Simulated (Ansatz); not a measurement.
Consider the cleavage of the Si–Si bond: `O[SiH2][SiH2]CF` + H₂S → `FC[SiH2]S` + `O[SiH3]`.

Program: Ansatz. Geometries: PBE0-D4/def2-TZVP. ΔE: electronic, gas phase. CCSD(T)/CBS is the MP2 limit (def2-TZVPP, def2-QZVPP) plus CCSD(T) − MP2 in def2-TZVPP, frozen cores. This one scheme is used for every species. Functionals use def2-TZVPP. Each species was taken in one conformer, which may not be the lowest.

```csv
species,PBE-D4 energy (Eh)
`O[SiH2][SiH2]CF`,-795.97992
H₂S,-399.22838
`FC[SiH2]S`,-828.27094
`O[SiH3]`,-366.95854
```

Problem. Work out ΔE.

Solution. ΔE = (-828.27094) + (-366.95854) − (-795.97992) − (-399.22838) = -0.02118 Eh = -0.58 eV. CCSD(T)/CBS gives -0.71 eV.

Largest T1 diagnostic among the species: 0.012.

From PBE to PBE0 (25 % exact exchange), in def2-TZVPP and without D4, ΔE moves by −0.05 eV.
